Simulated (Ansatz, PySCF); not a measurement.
C3H7Si, SMILES C1[SiH]CC1 (connectivity only; charge and spin as stated), charge +1, multiplicity 1.

The structure is a stationary point at r2SCAN-D4/def2-SVP. The geometry has at least one imaginary mode, so it is a saddle point at that level. The spin state was assumed, not searched. The isomer is the one that the SMILES or the coordinates give; other isomers of the formula were not compared.

Vertical ionisation energy (IE) and electron affinity (EA) in eV. Rows of orbital energies are one-electron estimates. Where ΔSCF, EOM or ADC give a negative EA the extra electron is unbound and the value depends on the basis.

| level | IE | EA |
|---|---|---|
| −ε(HOMO), −ε(LUMO), PBE0/def2-TZVP (PySCF) | 14.10 | 8.37 |
| −ε(HOMO), −ε(LUMO), PBE/def2-TZVP (PySCF) | 12.87 | 9.26 |
| ΔSCF, PBE0/def2-SVPD (Ansatz), final states of multiplicity 2 and 2 | 16.31 | 6.52 |
| ΔSCF, PBE/def2-SVPD (Ansatz), final states of multiplicity 2 and 2 | ___ | ___ |

Problem. Complete the blanks. (The exact figures need the calculation; the answer reports its results.)

Solution. 
- ΔSCF, PBE/def2-SVPD (Ansatz, a first-principles code), final states of multiplicity 2 and 2, IE: 16.06
- ΔSCF, PBE/def2-SVPD (Ansatz), final states of multiplicity 2 and 2, EA: 6.48

Problem. What vertical singlet–triplet gap does ΔSCF give with PBE0/def2-SVPD (Ansatz) and with PBE/def2-SVPD (Ansatz)? (An estimate is asked for; the answer gives what the named calculation found.)

Solution. 3.77 and 3.53 eV (triplet above singlet where positive).
